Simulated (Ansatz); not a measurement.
Calculated with Ansatz (gas phase, PBE0-D4/def2-TZVP geometries, no zero-point term in ΔE). CBS: MP2 limit from def2 TZ/QZ plus the TZ coupled-cluster correction, frozen cores. DFT in def2-TZVPP. B3LYP here is the variant with VWN-RPA as its local correlation; programs differ in this. Each species was taken in one conformer, which may not be the lowest.

Reaction (ligand exchange at the Si–O bond): `N=C([SiH3])O[SiH3]` + `[CH3][Al]([OH])[SiH3]` → `[CH3][Al]([SiH3])[O][SiH3]` + `N=C(O)[SiH3]`

```tsv
level	ΔE (kJ/mol)
B2PLYP	-27.8
B3LYP	-29.9
```

Question: What does CCSD(T)/CBS give? (Estimate.)

Answer: Ansatz gave: -25.3 kJ/mol. The listed levels differ from it by -2.5, -4.6 kJ/mol.

Largest T1 diagnostic among the species: 0.014.

In def2-TZVPP, CCSD(T) changes the Hartree–Fock value by +13.6 kJ/mol (the triples alone add +2.5 kJ/mol) and MP2 by +14.9 kJ/mol. From PBE to PBE0 (25 % exact exchange), in def2-TZVPP and without D4, ΔE moves by −3.4 kJ/mol.
